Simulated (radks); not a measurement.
Task: O2-, configuration [Ne]. All-electron calculation, scalar-relativistic Kohn-Sham, LDA (Slater exchange, VWN5 correlation), spin-polarised, spherical densities, point nucleus; Watson sphere of charge +2.29 and radius 2.59 bohr. Program: a radial shooting solver on a logarithmic mesh with Libxc functionals. Some entries of the table are withheld. Estimate them.

orbital  occ.  eigenvalue (Ry)  <1/r> (bohr^-1)
1s          2        -37.23319              (1)
2s          2              (2)              (3)
2p          6         -0.62583              (4)

Result: 
(1) 1s <1/r> (bohr^-1): 7.594
(2) 2s eigenvalue (Ry): -1.63470
(3) 2s <1/r> (bohr^-1): 1.199
(4) 2p <1/r> (bohr^-1): 0.9337
